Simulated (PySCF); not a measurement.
Electron correlation in Ne(2+) (neon, charge +2)

[He] 2s2 2p4, high-spin 3P determinant. All numbers are calculated (PySCF 2.14, the non-relativistic Hamiltonian (point nucleus), in def2-TZVP (5s3p2d1f, 31 functions)). Frozen: 1s2; 6 electrons correlated.

MP2 pair energies summed by pair of shells (mhartree):

```csv
pair,energy,share (%)
2p-2p,-66.15,47.2
2s-2p,-64.65,46.1
2s-2s,-9.47,6.8
```

Total MP2 correlation energy: -140.27 mhartree.

Same-spin part -33.53 and opposite-spin part -106.74 mhartree; SCS-MP2 scales them by 1/3 and 6/5 to -139.26 mhartree.

```
  level  correlation energy (mhartree)
   CCSD                        -154.95
    (T)                          -1.39
CCSD(T)                        -156.34
```

Diagnostics: T1 = 0.0028, D1 = 0.0059, largest double amplitude 0.026.

Question: Is a single reference adequate?

Answer: Yes: T1 lies below 0.03 and no double amplitude reaches 0.07.
